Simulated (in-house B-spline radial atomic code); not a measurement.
RPA and G0W0 for N5+, 1s2, as one setting changes: the highest l of the empty states. Start: Hartree-Fock. A dash marks a level of low quasi-particle weight. Computed with a B-spline radial code for spherical atoms: all electrons, non-relativistic, point nucleus, each spin shell either full or empty, empty states to the listed l with an (l + 1/2)⁻⁴ tail; G0W0 by contour deformation at full frequency.

Relativity, left out, deepens the 1s level by about Z⁴α²/8 hartree.

| highest l of the empty states | RPA summed (Eh) | RPA extrapolated (Eh) | G0W0 level (eV) |
| --- | --- | --- | --- |
| 2 | -0.080838 | -0.084211 | 1s -551.81 |
| 3 | -0.082912 | -0.084484 | 1s -551.82 |
| 4 | -0.083699 | -0.084542 | 1s -551.82 |
| 5 | -0.084057 | -0.084557 | 1s -551.82 |
| 6 | -0.084242 | -0.08456 | 1s -551.82 |
| 7 | -0.084346 | -0.084558 | 1s -551.82 |
| 8 | ? | ? | ? |
| 9 | ? | ? | ? |
| 10 | -0.084467 | -0.084534 | 1s -551.82 |
| 11 | -0.084482 | -0.084533 | 1s -551.82 |

Q: What belongs in the row for 9?

A: RPA summed (Eh): -0.084445; RPA extrapolated (Eh): -0.084546; G0W0 level (eV): 1s -551.82.

Q: What belongs in the row for 8?

A: RPA summed (Eh): -0.084407; RPA extrapolated (Eh): -0.084553; G0W0 level (eV): 1s -551.82.
